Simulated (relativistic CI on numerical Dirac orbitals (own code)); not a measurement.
# Hyperfine structure of Tb⁵⁷⁺, mass number 159

Calculated at this level of theory: Dirac-Coulomb-Breit CI, orbitals from a KLI potential per configuration, QED by a radiative potential, unscaled Slater integrals (own radial code, finite nucleus).

Configurations in the expansion (outside the closed core 1s2): 2s2 2p4, 2s 2p5, 2p6, 2p5 3s, 2p5 3p, 2p5 3d, 2s2 2p3 3s, 2s2 2p3 3p, 2s2 2p3 3d, 2s 2p4 3s, 2s 2p4 3p, 2s 2p4 3d, 2s2 2p3 4s, 2s2 2p3 4p, 2s2 2p3 4d, 2s2 2p3 4f. Levels of other configurations are missing.

Nuclear spin I = 3/2, μ = 2.009 μN, Q = 1.432 b (tables of Stone and Pyykkö). The electronic factors are computed for point nuclear moments, without core polarisation or the Bohr-Weisskopf and QED corrections.

```
       Level   E (Ry)  A (GHz)  B (GHz)
2s2 2p4 3P_2    0.000    723.1      110
2s2 2p4 3P_1   56.791   -482.5     -751
2s2 2p4 1D_2   58.146     1951    -1620
2s 2p5 3P°_2   81.544     4930    -1500
2s 2p5 1P°_1   86.728    -3437     -576
2s 2p5 3P°_1  141.692    11520     -175
```

Levels with J = 0, under 50 % of one LS term, or S terms without an open s electron are left out. Small factors come from cancelling terms and can be off by tens of per cent or more.

At this charge energies of transitions that change n are usually good to better than 1 %, and those within a shell (Δn = 0) to a few per cent.

(1) Give the hyperfine levels of 2s2 2p4 3P_2 relative to its centre of gravity.

Results:

(1) With K = F(F + 1) − I(I + 1) − J(J + 1), E = AK/2 + B[¾K(K + 1) − I(I + 1)J(J + 1)]/[2I(2I − 1)J(2J − 1)]: F = 1/2: -3158, F = 3/2: -2169, F = 5/2: -430.1, F = 7/2: 2197 GHz.

LS names give the leading component of a level, which can be under half, so a name can repeat, a term be missing and a line seem to break the LS rules.
